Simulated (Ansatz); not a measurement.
`[CH3][SnH2][Cl]` → `[CH3][Sn][Cl]` + H₂  (stannylene formation by 1,1-elimination)

Program: Ansatz. Geometries: PBE0-D4/def2-TZVP. ΔE: electronic, gas phase. CBS: MP2 limit from def2 TZ/QZ plus the TZ coupled-cluster correction, frozen cores. This one scheme is used for every species. DFT in def2-TZVPP. B3LYP here is the variant with VWN-RPA as its local correlation; programs differ in this. HSE06 is defined as in plane-wave codes. Elements past krypton have def2 core potentials. For Sn outer-core shells are correlated without core-valence functions, which leaves a few kJ/mol of doubt a bond.

```csv
level,ΔE (eV)
PBE-D4,0.25
r2SCAN-D4,0.40
B3LYP-D4,0.19
HSE06-D4,0.44
BLYP,-0.04
r2SCANh,0.43
CCSD/def2-SVP,0.52
CCSD(T)/def2-TZVPP,0.47
```

Question: What does CCSD(T)/CBS give? (Best estimate.)

Answer: The calculation gave: +0.41 eV. The listed levels differ from it by -0.16, -0.01, -0.22, 0.03, -0.45, 0.02, 0.11, 0.06 eV.

Largest T1 diagnostic among the species: 0.013.

From BLYP to BHLYP (50 % exact exchange), in def2-TZVPP and without D4, ΔE moves by +0.42 eV. At CCSD(T), def2-SVP lies +0.10 eV from the extrapolated value and def2-TZVPP +0.06 eV. In def2-TZVPP, CCSD(T) changes the Hartree–Fock value by −0.03 eV (the triples alone add −0.01 eV) and MP2 by −0.12 eV.
